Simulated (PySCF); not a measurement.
## Fe⁺ (iron, charge +1) across methods

[Ar] 3d6 4s1, high-spin 6D determinant. Computed with PySCF 2.14 in aug-cc-pVTZ with one added diffuse shell each of s, p, d, f, g type (9s8p6d4f3g, 118 functions), with the non-relativistic Hamiltonian (point nucleus).

```tsv
method	E (hartree)	mean ε 3d α (eV)	mean ε 3d β (eV)	mean ε 4s α (eV)	Σ⟨r²⟩ (bohr²)	⟨S²⟩
UHF	-1262.21996	-26.916	-21.290	-15.225	25.28	8.753
PW91	-1263.484	-17.685	-14.082	-12.982	25.20	8.751
PBE0	-1263.185	-20.056	-16.010	-13.579	25.11	8.751
wB97X-V	-1263.245	-22.381	-18.631	-15.459	25.24	8.751
M06	-1263.330	-20.108	-15.484	-13.588	24.98	8.755
r2SCAN	-1263.379	-18.030	-14.013	-13.178	25.02	8.751
LDA	-1260.913	-17.862	-13.963	-13.137	25.13	8.751
PBE	-1263.149	-17.599	-13.957	-12.892	25.23	8.751
```
